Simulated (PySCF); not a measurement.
## Calculated data, CH$_{2}$B$_{2}$F

Calculation on a computer-drawn molecule: optimised geometry and harmonic frequencies of an isolated molecule of the commonest isotopes, restricted reference for singlets and unrestricted otherwise, frozen core in MP2. Program: PySCF 2.14.0.

Common to all runs: charge 1; multiplicity 1; basis cc-pVDZ.

(1) CH$_{2}$B$_{2}$F

Start structure:
```xyz
6
CH2B2F
C      0.5994    -1.4141     0.1682
B     -0.4286    -0.5338     0.3529
B     -1.5891     0.4665     0.5578
F     -2.4641     1.2077     0.7359
H      1.3431    -1.7435     0.9951
H      0.9514    -1.8593    -0.7394
```

- method: HF
- rotational constants: 295.4, 3.048, 3.017 GHz
- total energy: -187.5160 hartree
- convergence status largest gradient component: 1.63e-05 hartree/bohr

Drawn bonds:
```tsv
atom	other atom	order
1	2	2
2	3	1
3	4	1
1	5	1
1	6	1
```

Optimised structure:
```xyz
6
CH2B2F
C      0.6822    -1.4387     0.1853
B     -0.3732    -0.5559     0.3636
B     -1.6037     0.4747     0.5710
F     -2.5366     1.2562     0.7285
H      1.3238    -1.7461     1.0078
H      0.9197    -1.8667    -0.7857
```

Modes:
```tsv
frequency (cm⁻¹)	reduced mass (dalton)
145.2	5.286
162.6	3.24
434	3.872
453.7	11.07
624.4	7.314
742.8	1.808
1029	1.32
1398	1.256
1609	4.345
1787	11.39
3283	1.061
3376	1.11
```

(2) CH$_{2}$B$_{2}$F

Start structure:
```xyz
6
CH2B2F
C      0.6822    -1.4387     0.1853
B     -0.3732    -0.5559     0.3636
B     -1.6037     0.4747     0.5710
F     -2.5366     1.2562     0.7285
H      1.3238    -1.7461     1.0078
H      0.9197    -1.8667    -0.7857
```

- method: MP2
- rotational constants: 287.2, 2.991, 2.96 GHz
- total energy: -187.9600 hartree
- convergence status largest gradient component: 2.382e-05 hartree/bohr

Drawn bonds:
```tsv
atom	other atom	order
1	2	2
2	3	1
3	4	1
1	5	1
1	6	1
```

Optimised structure:
```xyz
6
CH2B2F
C      0.6899    -1.4452     0.1837
B     -0.3742    -0.5549     0.3634
B     -1.6120     0.4818     0.5726
F     -2.5600     1.2758     0.7327
H      1.3388    -1.7554     1.0186
H      0.9298    -1.8785    -0.8006
```

Modes:
```tsv
frequency (cm⁻¹)	reduced mass (dalton)
137.2	5.305
149.2	2.776
384	2.92
421.2	11.32
604.7	7.302
647.8	2.406
847.8	1.315
1289	1.118
1532	7.765
1757	11.14
3144	1.06
3239	1.108
```
